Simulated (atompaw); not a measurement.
**Cutoff test, Sm (Z = 62), PAW (atompaw)**

Sm (Z = 62), PAW, made with atompaw 4.2.0.5 (PBE, scalar-relativistic). Core [Kr] 4d10 4f6, reference 5s2 5p6 5d0 6s1.5 6p0.5. Waves: 5s (bound): rc 2.05 bohr; 6s (bound): rc 3.00 bohr; 5p (bound): rc 2.55 bohr; 6p (bound): rc 2.90 bohr; 5d (bound, empty): rc 3.00 bohr; 5d channel at 3.6 Ry: rc 3.00 bohr. Local part: bessel scheme, radius 2.25 bohr. Core correction: smooth core density matched at 1.65 bohr. Augmentation charge: besselshape compensation charge, radius 2.80 bohr; PAW radius 3.00 bohr; waves and projectors: custom polynom gramschmidtortho.

The pseudo-atom Hamiltonian at the reference potential is diagonalised in spherical Bessel functions j_l(qr) that vanish at 20 bohr, with q² up to the cutoff. All-electron valence levels (Ry): 5s -3.2299, 6s -0.2907, 5p -1.7567, 6p -0.1111, 5d -0.1601.

Problem. How do the lowest levels (Ry) of each channel move with the cutoff, and are there ghosts?

Solution.

```csv
cutoff (Ry),s #1,s #2,p #1,p #2,p #3,d #1,d #2,f #1,f #2,Σ f·Δε (mRy)
8,-3.2215,-0.2905,-1.7321,-0.1108,0.0296,-0.1578,0.0294,0.0755,0.1852,164.5
10,-3.2288,-0.2906,-1.7530,-0.1110,0.0295,-0.1598,0.0293,0.0755,0.1852,24.5
12,-3.2295,-0.2907,-1.7557,-0.1110,0.0295,-0.1598,0.0293,0.0755,0.1852,6.6
15,-3.2296,-0.2907,-1.7559,-0.1111,0.0295,-0.1600,0.0293,0.0755,0.1852,5.4
18,-3.2298,-0.2907,-1.7563,-0.1111,0.0295,-0.1601,0.0292,0.0755,0.1852,2.5
21,-3.2299,-0.2907,-1.7566,-0.1111,0.0295,-0.1601,0.0292,0.0755,0.1852,0.7
25,-3.2299,-0.2907,-1.7566,-0.1111,0.0295,-0.1601,0.0292,0.0755,0.1852,0.3
30,-3.2299,-0.2907,-1.7566,-0.1111,0.0295,-0.1601,0.0292,0.0755,0.1852,0.2
400,-3.2300,-0.2907,-1.7567,-0.1111,0.0295,-0.1601,0.0292,0.0755,0.1852,0.0
```

Result: no extra level below or beside the all-electron valence levels (s, p, d, f tested); 10 mRy is reached at 12 Ry and 1 mRy at 21 Ry.
